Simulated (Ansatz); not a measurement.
Mulliken charges of BGeH$_{6}$NS (`NB[S][GeH3]`) from B3LYP/def2-TZVPP in Ansatz (PBE0-D4/def2-TZVP geometry).

```csv
atom,x (Å),y (Å),z (Å),charge (e)
N1,-0.925,1.809,-1.198,-0.245
B2,-0.287,0.873,-0.392,0.057
S3,-0.582,-0.902,-0.660,-0.316
Ge4,0.729,-1.714,0.940,0.184
H5,-1.559,1.569,-1.942,0.155
H6,-0.788,2.798,-1.081,0.165
H7,0.452,1.252,0.470,0.004
H8,0.604,-3.242,0.858,0.003
H9,0.256,-1.211,2.312,-0.003
H10,2.183,-1.283,0.696,-0.003
```

**Question.** By hand: the dipole of these point charges (1 e Å = 4.8032 D).

**Answer.** Σ q r = (0.153, 0.284, 0.169) e Å, of length 0.364 e Å = 1.75 D.

**Question.** How does the dipole of the full density compare? (Estimate.)

**Answer.** Computed: (-0.031, 0.327, -0.052) e Å, 1.60 D; the point charges give 1.09 times that, at 49° from its direction.

Point charges leave out the atoms' own dipoles, such as those of lone pairs, and Mulliken's split depends on the basis, so the two needn't agree.

B3LYP here is the variant with VWN-RPA as its local correlation; programs differ in this.
